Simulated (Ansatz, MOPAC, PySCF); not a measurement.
Complex: C2H4 (SMILES C=C) (first 6 atoms) with CH5N (SMILES CN); geometry from B3LYP-D3(BJ)/def2-TZVP, rigid monomers moved along the line of their centres of mass till H5···N8 is 2.85 Å.
(charge 0, multiplicity 1):
```xyz
13

C     -0.6430     0.2606     0.0678
C      0.5421    -0.1998     0.4439
H     -0.9135     0.3668    -0.9764
H     -1.3948     0.5514     0.7920
H      0.8122    -0.3058     1.4893
H      1.2868    -0.4881    -0.2898
C     -0.6103     0.3249     4.3255
N      0.7433    -0.2304     4.3410
H     -1.2751    -0.3685     3.8083
H     -0.6079     1.2564     3.7577
H     -1.0387     0.5315     5.3151
H      0.7682    -1.1060     4.8494
H      1.3865     0.4003     4.8039
```

Interaction energies are E(AB) − E(A) − E(B) at the monomers' geometry in the complex; basis-set methods are counterpoise corrected. Rows marked so take none.

Rows in 6-31G* carry no dispersion term and start afresh at each structure (6-31G* with six Cartesian d functions). MP2/6-31G* freezes PySCF's default core. The state that PM7 reach isn't checked; PM7 holds dispersion and hydrogen-bond terms.

The values were computed with Ansatz (an electronic-structure program) with Gaussian orbitals; MOPAC for PM7 (differences of heats of formation); PySCF for 6-31G* rows, the dispersion terms. Each number belongs to the level named beside it.

Question: One of these levels gives -1.48 kcal/mol for the interaction energy. Which one is it?
A. PM7
B. MP2/6-31G* (no counterpoise)
C. PBE0-D3(BJ)/def2-TZVPPD
D. B3LYP/6-31G*

Answer: A, PM7. The others give -0.70 (B3LYP/6-31G*), -1.91 (PBE0-D3(BJ)/def2-TZVPPD), -2.22 (MP2/6-31G* (no counterpoise))
